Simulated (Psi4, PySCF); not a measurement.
CH9FO2Si3 (SMILES C[SiH2]O[SiH2]O[SiH2]F), singlet, at a GFN2-xTB geometry, atoms displaced at random by about 0.08 Å a coordinate. Base run: PySCF with TPSS/STO-3G, gradient.

PySCF was given this input:
```python
from pyscf import gto, scf, dft

mol = gto.M(
    atom='''
Si    1.875485   -0.781380    0.491991
F     3.247314   -0.894338    0.596478
O     1.204962    0.689077    0.406579
Si    0.110847    1.706622   -0.226878
O    -1.266231    1.025411   -0.619341
Si   -2.081222   -0.170302   -0.962599
C    -2.221429   -1.400405    0.555501
H     1.191665   -1.451654    2.044936
H     1.340358   -1.756182   -0.440500
H    -0.295897    2.527947    0.937206
H     0.781210    2.249533   -1.387596
H    -1.646268   -1.156576   -2.037787
H    -3.579369    0.316306   -1.343619
H    -2.603339   -0.911403    1.503093
H    -1.348618   -1.842194    0.992859
H    -3.004901   -2.180309    0.535538
''',
    basis='sto-3g',
    charge=0,
    spin=0,
    verbose=4,
)

mf = dft.RKS(mol)
mf.xc = 'tpss'
mf.kernel()
g = mf.nuc_grad_method()
grad = g.kernel()
```

Programs used: Psi4, PySCF; a row that names a program was run with it.

The coordinate followed is z of atom 15.

The base run was repeated with changes; each row names its change, and settings that it needs were set with it.

```tsv
change	dE/dx (Eh/bohr)	net force (Eh/bohr)
base	0.010750	0.000278
finite difference step (bohr) = 1e-5; conv_tol = 1e-11	0.010746	-
density fitting = on; auxbasis_response = off	0.010719	0.003608
code = psi4	0.010749	0.000356
grids.level = 5; grid_response = off	0.010749	0.000018
finite difference step (bohr) = 0.05; conv_tol = 1e-11	0.010781	-
grids.level = 1; grid_response = off	0.010753	0.003219
finite difference step (bohr) = 1e-3; conv_tol = 1e-11	0.010745	-
finite difference step (bohr) = 0.01; conv_tol = 1e-11	0.010746	-
grids.level = 0; grid_response = off	0.009965	0.041696
conv_tol = 1e-6	0.010750	0.000278
density fitting = on	0.010745	0.000278
```

The net force is zero for an exact gradient.
